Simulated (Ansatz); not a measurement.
Molecule: CH₂NO, charge 1, multiplicity 1. It need not be the lowest isomer of its formula. 
Structure (B3LYP-D3(BJ)/def2-TZVP (Ansatz, a quantum-chemistry and plane-wave program) minimum search):
SMILES: [NH2+]=C=O
```xyz
5

N     -1.0662     0.2609     0.2152
C      0.1427    -0.0349    -0.0288
O      1.2156    -0.2974    -0.2454
H     -1.6361    -0.3425     0.8095
H     -1.4816     1.1053    -0.1801
```
Charge +1, spin multiplicity 1.

Basis-set convergence of Hartree-Fock and MP2 correlation energies (hartree) with Ansatz. Valence correlation only, unless marked. No spin-orbit coupling. No relativistic terms.

```
basis    functions       E(HF)  E(corr, MP2)
-------  ---------  ----------  ------------
cc-pVDZ          -  -168.07554      -0.46243
cc-pVTZ        118  -168.12484      -0.56904
cc-pVQZ        225  -168.13694      -0.60863
```

Extrapolating the two largest sets (X = 3 and 4) as X^-3: E(corr) = (64·(-0.60863) - 27·(-0.56904))/37 = -0.6375 Eh, an estimate of the basis-set limit. The largest set recovers 95.5 % of it, the smallest 72.5 %.
